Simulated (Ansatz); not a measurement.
Molecule: sum formula HSiO$_{2}$, charge 0, multiplicity 2. It need not be the lowest isomer of its formula. SMILES: [O][Si]O
Geometry from a B3LYP-D3(BJ)/def2-TZVP (Ansatz, a program for electronic structure) optimisation:
```
Si
O 1 1.5275
O 1 1.6395 2 124.53
H 3 0.9641 1 118.29 2 -180.00
```
Charge 0, spin multiplicity 2.

Computed values are from Ansatz. Valence correlation only, unless marked. UHF or UKS for open shells. Spin-orbit coupling is left out. No relativistic terms. Basis-set limits of correlation are two-point, X^-3; Hartree-Fock from the larger set. The bracket is a focal-point correction in the basis named.

```yaml
atomisation energy De: 1515.5 kJ/mol at RI-MP2/CBS(aug-cc-pV(T+d)Z,aug-cc-pV(Q+d)Z)+[CCSD(T)-MP2]/aug-cc-pV(T+d)Z
vertical electron affinity (to the singlet; negative means unbound): 2.26 eV at RI-MP2/CBS(aug-cc-pV(T+d)Z,aug-cc-pV(Q+d)Z)+[CCSD(T)-MP2]/aug-cc-pV(T+d)Z
total_energy: -440.0304 Eh at RI-MP2/CBS(aug-cc-pV(T+d)Z,aug-cc-pV(Q+d)Z)+[CCSD(T)-MP2]/aug-cc-pV(T+d)Z
dipole_moment: 4.63 D at CCSD(T)/aug-cc-pV(D+d)Z
T1 diagnostic: 0.024 at CCSD/aug-cc-pV(T+d)Z
```
